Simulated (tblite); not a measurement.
Compound: C2H14OSi5.
Bonds: C1–C2, C2–O3, O3–Si4, Si4–Si5, Si5–Si6, Si6–Si7, Si7–Si8, Si4–Si8. Hydrogens: H9, H10, H11 on C1; H12, H13 on C2; H14 on Si4; H15, H16 on Si5; H17, H18 on Si6; H19, H20 on Si7; H21, H22 on Si8.

Computed with GFN2-xTB (tblite), gas phase: L-BFGS steps from a force-field or distance-geometry start until the largest atomic force falls under 0.01 eV/Å.

The end geometry, which sets the zero of energy:
```
atom  x, y, z in Å
C1      3.1024    0.4785    0.7835
C2      2.5132   -0.0412   -0.5183
O3      1.3040    0.6001   -0.7811
Si4     0.0593    0.0785   -1.7049
Si5    -1.4520    1.7526   -1.1641
Si6    -2.6322    0.9803    0.7030
Si7    -2.1920   -1.3098    0.9218
Si8    -0.7391   -1.9298   -0.8059
H9      3.2544    1.5528    0.7178
H10     4.0548   -0.0063    0.9791
H11     2.4213    0.2745    1.6062
H12     3.2041    0.1481   -1.3497
H13     2.3551   -1.1258   -0.4542
H14     0.5390   -0.0459   -3.0977
H15    -2.3864    1.8837   -2.2949
H16    -0.9158    3.1089   -1.0004
H17    -4.0753    1.2346    0.5913
H18    -2.2728    1.6966    1.9364
H19    -1.6068   -1.6137    2.2374
H20    -3.4204   -2.1157    0.9249
H21     0.3113   -2.8456   -0.3262
H22    -1.4364   -2.7358   -1.8178
```

**Question.** These geometries come from the run, each turned onto the end geometry. Order them by energy, lowest first.
A.
```
atom  x, y, z in Å
C1      3.1602    0.5026    0.7861
C2      2.5790   -0.0358   -0.5151
O3      1.3458    0.5659   -0.7629
Si4     0.0846    0.0527   -1.6670
Si5    -1.4450    1.7289   -1.1569
Si6    -2.6560    0.9841    0.7069
Si7    -2.2324   -1.3113    0.9431
Si8    -0.7968   -1.9363   -0.8033
H9      3.1545    1.5903    0.7676
H10     4.1852    0.1635    0.9074
H11     2.5687    0.1653    1.6347
H12     3.2489    0.1945   -1.3538
H13     2.4662   -1.1278   -0.4618
H14     0.5577   -0.0868   -3.0599
H15    -2.3936    1.8353   -2.2821
H16    -0.9170    3.0916   -1.0282
H17    -4.0933    1.2310    0.5352
H18    -2.3438    1.7199    1.9404
H19    -1.6514   -1.6321    2.2576
H20    -3.4697   -2.1051    0.9472
H21     0.2003   -2.9411   -0.3987
H22    -1.5624   -2.6298   -1.8506
```
B.
```
atom  x, y, z in Å
C1      3.1088    0.5032    0.7784
C2      2.5344   -0.0367   -0.5229
O3      1.3054    0.5686   -0.7754
Si4     0.0593    0.0509   -1.6967
Si5    -1.4251    1.7450   -1.1525
Si6    -2.6391    0.9758    0.6935
Si7    -2.2088   -1.3149    0.9282
Si8    -0.7667   -1.9499   -0.8035
H9      3.1652    1.5880    0.7294
H10     4.1065    0.1051    0.9429
H11     2.4668    0.2274    1.6124
H12     3.2154    0.1787   -1.3567
H13     2.4106   -1.1259   -0.4625
H14     0.5300   -0.0754   -3.0911
H15    -2.3356    1.9198   -2.2955
H16    -0.8589    3.0836   -0.9482
H17    -4.0824    1.2212    0.5677
H18    -2.2902    1.7043    1.9222
H19    -1.6270   -1.6158    2.2456
H20    -3.4436   -2.1108    0.9353
H21     0.2655   -2.8992   -0.3484
H22    -1.5009   -2.7236   -1.8161
```
C.
```
atom  x, y, z in Å
C1      3.4309    0.4513    0.7831
C2      2.6072    0.0220   -0.4183
O3      1.2739    0.4400   -0.2447
Si4     0.1271    0.0911   -1.3967
Si5    -1.6316    1.6002   -1.2866
Si6    -2.7535    0.9770    0.6400
Si7    -2.3081   -1.2815    0.9274
Si8    -0.9591   -1.8961   -0.8560
H9      3.3968    1.5322    0.8977
H10     4.4698    0.1391    0.6778
H11     3.0192    0.0133    1.6911
H12     3.0262    0.4706   -1.3335
H13     2.6495   -1.0726   -0.5112
H14     0.7700    0.0365   -2.7309
H15    -2.5234    1.3923   -2.4630
H16    -1.1873    3.0082   -1.2523
H17    -4.2023    1.2262    0.5118
H18    -2.2358    1.7346    1.8018
H19    -1.5901   -1.4954    2.2097
H20    -3.5548   -2.0740    0.9472
H21    -0.0221   -2.9800   -0.5064
H22    -1.8127   -2.3154   -2.0019
```
D.
```
atom  x, y, z in Å
C1      3.2880    0.4872    0.7868
C2      2.5951    0.0088   -0.4818
O3      1.3166    0.5616   -0.5736
Si4     0.1174    0.0633   -1.5718
Si5    -1.4793    1.6900   -1.1585
Si6    -2.7049    0.9948    0.7039
Si7    -2.2687   -1.3006    0.9376
Si8    -0.8532   -1.9280   -0.8215
H9      3.2342    1.5717    0.8588
H10     4.3304    0.1771    0.7699
H11     2.8056    0.0685    1.6669
H12     3.1762    0.3085   -1.3663
H13     2.5338   -1.0896   -0.4923
H14     0.6990   -0.0383   -2.9285
H15    -2.3673    1.5525   -2.3263
H16    -1.1126    3.1076   -1.1864
H17    -4.1366    1.2603    0.5071
H18    -2.3690    1.7202    1.9383
H19    -1.6491   -1.5717    2.2446
H20    -3.5050   -2.0941    0.9526
H21     0.0161   -3.0580   -0.4632
H22    -1.6771   -2.4724   -1.9102
```
E.
```
atom  x, y, z in Å
C1      3.3875    0.4679    0.7932
C2      2.5976    0.0287   -0.4321
O3      1.2772    0.4894   -0.3952
Si4     0.1304    0.0699   -1.4977
Si5    -1.5308    1.6655   -1.2235
Si6    -2.7469    0.9952    0.6548
Si7    -2.3082   -1.2982    0.9261
Si8    -0.8942   -1.9290   -0.8401
H9      3.3488    1.5525    0.8885
H10     4.4243    0.1478    0.6777
H11     2.9642    0.0185    1.6902
H12     3.0743    0.4292   -1.3371
H13     2.6048   -1.0685   -0.5087
H14     0.8102    0.0418   -2.8070
H15    -2.3963    1.4564   -2.4033
H16    -1.2234    3.1016   -1.2988
H17    -4.1932    1.2741    0.5801
H18    -2.3493    1.7580    1.8539
H19    -1.6721   -1.5551    2.2371
H20    -3.5337   -2.1168    1.0266
H21    -0.0494   -3.0997   -0.5410
H22    -1.7319   -2.4094   -1.9573
```

**Answer.** B (0.003 eV), A (0.014 eV), D (0.047 eV), E (0.087 eV), C (0.301 eV).

In the order of the answer:

```json
{"step": "60", "E above end (eV)": "0.003", "largest force (eV/Å)": "0.04", "rms force component (eV/Å)": "0.011", "rms distance from end (Å)": "0.054", "rms bond change (Å)": "0.001", "bond most changed (Å)": "Si4–Si5 -0.002"}
{"step": "45", "E above end (eV)": "0.014", "largest force (eV/Å)": "0.10", "rms force component (eV/Å)": "0.025", "rms distance from end (Å)": "0.099", "rms bond change (Å)": "0.002", "bond most changed (Å)": "Si4–Si5 +0.006"}
{"step": "28", "E above end (eV)": "0.047", "largest force (eV/Å)": "0.11", "rms force component (eV/Å)": "0.038", "rms distance from end (Å)": "0.227", "rms bond change (Å)": "0.002", "bond most changed (Å)": "Si6–Si7 +0.006"}
{"step": "16", "E above end (eV)": "0.087", "largest force (eV/Å)": "0.18", "rms force component (eV/Å)": "0.052", "rms distance from end (Å)": "0.321", "rms bond change (Å)": "0.005", "bond most changed (Å)": "O3–Si4 +0.010"}
{"step": "1", "E above end (eV)": "0.301", "largest force (eV/Å)": "0.84", "rms force component (eV/Å)": "0.184", "rms distance from end (Å)": "0.365", "rms bond change (Å)": "0.013", "bond most changed (Å)": "O3–Si4 +0.027"}
```

What follows is the cost of the whole relaxation. Time: 2.8 s. Hardware: one thread of an Intel Xeon, no GPU (shared host).
